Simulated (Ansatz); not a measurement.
Reaction (formal exchange of groups at the Si–Cl bond): `F[SiH](Cl)S[SiH2]Cl` + `C=C` → `C=C[SiH](F)S[SiH2]Cl` + HCl

Gas-phase electronic energies from Ansatz, PBE0-D4/def2-TZVP geometries. CCSD(T)/CBS adds triple-zeta CCSD(T) − MP2 to the extrapolated MP2 energy (def2 sets, frozen cores). This one scheme is used for every species. DFT in def2-TZVPP. B3LYP here is the variant with VWN-RPA as its local correlation; programs differ in this. One conformer a species, not always the lowest.

`F[SiH](Cl)S[SiH2]Cl`:

Z-matrix (Å, degrees):
```
Si
Cl 1 2.031
S 1 2.114 2 112.7
F 1 1.589 2 107.1 3 -121.1
H 1 1.471 2 109.1 3 120.6
Si 3 2.137 1 101.3 2 -82.9
Cl 6 2.045 3 112.3 1 66.3
H 6 1.475 3 111.1 1 -54.6
H 6 1.477 3 104.1 1 -175.9
```

`C=C`:

Cartesian coordinates in Å:
```
C -0.464 0.458 -0.110
C 0.464 -0.458 0.110
H -0.744 1.179 0.650
H -0.983 0.527 -1.060
H 0.744 -1.179 -0.651
H 0.983 -0.527 1.060
```

`C=C[SiH](F)S[SiH2]Cl`:

Cartesian coordinates in Å:
```
C 0.037 1.097 1.770
C 0.709 0.113 1.177
Si 1.443 0.298 -0.503
F 1.121 1.781 -1.005
S 0.665 -1.128 -1.885
Si -1.396 -1.028 -1.375
Cl -1.873 -2.294 0.171
H -0.102 2.061 1.291
H -0.403 0.978 2.756
H 0.815 -0.840 1.690
H 2.909 0.110 -0.552
H -1.782 0.339 -0.970
H -2.143 -1.485 -2.565
```

HCl:

```xyz
2

Cl    0.568    0.286   -0.066
H    -0.568   -0.286    0.066
```

(1) Is it downhill or uphill in electronic energy at CCSD(T)/CBS, and by how much? (Estimate.)

(2) What do these levels give: PBE-D4, ωB97M-V, B2PLYP, PBE, B3LYP, HF/def2-TZVPP, SCS-MP2/def2-TZVPP, CCSD/def2-TZVPP, MP2/def2-QZVPP, SCS-MP2/def2-QZVPP, HF/CBS(def2), CCSD/CBS(def2)? (Best estimate.)

Largest T1 diagnostic among the species: 0.011.

Answers

(1) Computed: Uphill: ΔE = +20.2 kcal/mol.

(2) The calculation gave: PBE-D4 19.6, ωB97M-V 20.6, B2PLYP 21.2, PBE 20.6, B3LYP 21.8, HF/def2-TZVPP 23.2, SCS-MP2/def2-TZVPP 20.1, CCSD/def2-TZVPP 19.7, MP2/def2-QZVPP 20.4, SCS-MP2/def2-QZVPP 20.7, HF/CBS(def2) 23.3, CCSD/CBS(def2) 20.6 kcal/mol.

The D4 term adds −1.5 kcal/mol with B3LYP and −0.9 kcal/mol with PBE0; it sums over pairs of atoms, weighted by their polarisabilities, and B3LYP, whose exchange is more repulsive, gets the larger term. In def2-TZVPP, CCSD(T) changes the Hartree–Fock value by −3.9 kcal/mol (the triples alone add −0.5 kcal/mol) and MP2 by −3.3 kcal/mol.
